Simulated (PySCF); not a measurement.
# Fe(7+): ionisation energy

Fe(7+) [Ar] 3d1 [3d3/2^1, M_J = 3/2] → Fe(8+) [Ar], as a difference of total energies. Computed with PySCF 2.14 in an even-tempered Gaussian basis (17 s from 0.34 bohr⁻², ratio 2.8; 12 p from 0.45 bohr⁻², ratio 2.8; 8 d from 0.45 bohr⁻², ratio 2.8; 4 f from 1.3 bohr⁻², ratio 3), with the two-component X2C-1e Hamiltonian. Correlated levels: [Ne] frozen; the 70 highest virtual spinors dropped. "Screened" scales the spin-orbit matrix elements by Boettger's factors to mimic the two-electron term; Breit and QED terms are absent.

```tsv
method	ionisation energy (eV)
GHF (spin-free)	150.18
GMP2 (spin-free)	150.56
GHF (screened spin-orbit)	150.31
GMP2 (screened spin-orbit)	150.70
```

Question: Which method comes closest to the reference value, and which is furthest?

Answer: The reference is 151.06 eV (measured; NIST Atomic Spectra Database, ionization energies). Closest: GMP2 (screened spin-orbit) (error -0.360 eV); furthest: GHF (spin-free) (error -0.880 eV).
